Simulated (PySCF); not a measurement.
Harmonic spectrum computed at PBE0 in the def2-TZVP basis family (core potentials from Rb on, PySCF, no spin–orbit coupling):

| symmetry | ω (cm⁻¹) | IR (km/mol) |
| --- | --- | --- |
| b1 | 86 | 2.1 |
| b2 | 88 | 0.0 |
| a1 | 109 | 1.4 |
| a1 | 379 | 2.4 |
| a1 | 425 | 50.3 |
| b2 | 435 | 138 |

**Question.** Which molecule gave it? In each, all ligands are bound to the one heavy central atom.
A. RuCl₃ (quartet)
B. SiCl₃ (doublet)
C. CoCl₃ (quintet)
D. AlCl₃ (singlet)
E. WCl₃ (quartet)

**Answer.** A. It has C2v symmetry with Ru–Cl 2.161 Å, Ru–Cl 2.201 Å (×2).
